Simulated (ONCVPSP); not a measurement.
## Before and after: ONCV potential for Zn (Z = 30)

```json
{"Element": "Zn (Z = 30)", "Generator": "ONCVPSP 4.0.1", "Type": "optimised norm-conserving Vanderbilt (ONCV)", "Functional": "PBE", "Relativity": "scalar-relativistic", "Frozen core": "[Ar]", "Valence charge": "12", "Reference configuration": "3d10 4s2", "Partial waves": "4s: rc 2.20 bohr, ncon 3, nbas 7, qcut 2.6 1/bohr, 1 projector; p scattering state at 0.24 Ha: rc 2.15 bohr, ncon 4, nbas 8, qcut 3.4 1/bohr, 2 projectors, debl 3.8 Ha; 3d: rc 1.30 bohr, ncon 4, nbas 9, qcut 9.6 1/bohr, 1 projector", "Local potential": "polynomial inside 0.80 bohr (lpopt 5, dvloc0 0 Ha)", "Core correction": "none"}
```

In the p channel the program set the typed energies aside and used 0.050, 3.850 Ha.

All-electron outer shells of the reference configuration (PBE, scalar-relativistic, ld1.x):

| shell | level (eV) | outermost node (bohr) | outermost maximum (bohr) |
| --- | --- | --- | --- |
| 3p | -83.40 | 0.25 | 0.59 |
| 3d | -10.14 | – | 0.57 |
| 4s | -5.98 | 0.85 | 2.09 |

Change: d: qcut 8.8.

Cutoffs: the cutoffs (Ha) at which the residual kinetic energy of the hardest occupied pseudo-wave falls to 1 and 0.1 mHa per electron; they do not see the model core or the augmentation charge, which bear on the density cutoff. Errors are all-electron minus pseudo energies relative to the spin-unpolarised reference configuration.

Task: What does the change do?

Result: The potential gets harder (50 Ha and 174 Ha → 147 Ha and 188 Ha); both files keep a bound ghost (s); the errors of the 4 common tests hardly move.

| quantity | base | changed |
| --- | --- | --- |
| cutoff, loose | 50 Ha | 147 Ha |
| cutoff, tight | 174 Ha | 188 Ha |
| loose cutoff by channel | s 7.5 Ha, d 50 Ha | s 7.5 Ha, d 147 Ha |
| bound ghosts | s | s |
| GHOST(+) flags under 300 eV | p at 86.2 eV | p at 86.2 eV |
| error for 3d10 4s1, meV [ΔE 9.89 eV] | +7.8 | +8.4 |
| error for 3d10 4s0, meV [ΔE 28.33 eV] | +32 | +36 |
| error for 3d9 4s0, meV [ΔE 68.86 eV] | -173 | -184 |
| error for 3d8 4s0, meV [ΔE 130.68 eV] | -639 | -610 |
| s: phases at 2.23 bohr within 0.05 rad from the reference energy up to (Ha; the scan ends near 5) | 1.0 | 1.0 |
| p: phases at 2.19 bohr within 0.05 rad from the reference energy up to (Ha; the scan ends near 5) | 3.0 | 3.0 |
| d: phases at 1.32 bohr within 0.05 rad from the reference energy up to (Ha; the scan ends near 5) | 1.3 | 1.2 |

 A true bound ghost makes a file unfit for plane-wave use even where its test errors are small: the radial tests pick states by their node count and pass the ghost by.
